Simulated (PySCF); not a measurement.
In(Cl)(OH)(OMe) (CH4ClInO2), SMILES C[O][In]([OH])[Cl]. Heavy atoms are numbered as in [In:1]([Cl:2])([OH:3])[O:5][CH3:6]. Hydrogens are named by the atom that carries them.

Geometry: PBE0-D3(BJ)/def2-SVP. The structure was generated by enumeration; whether it is a known compound was not checked. The def2 effective core potentials stand for the cores of In; spin–orbit coupling is left out. The values are those of a single conformer.

Calculation: PySCF with PBE/def2-TZVP.

ESP charges are fitted to the potential on shells at 1.4 to 2.0 van der Waals radii. Atomic charges (e), one atom of each kind:

```tsv
atom	Löwdin	ESP fit
In1	0.14	0.87
Cl2	0.10	-0.31
O3 (OH)	-0.28	-0.63
H on O3	0.16	0.34
O5	-0.05	-0.44
C6 (CH3)	-0.40	0.02
H on C6	0.11	0.06
```
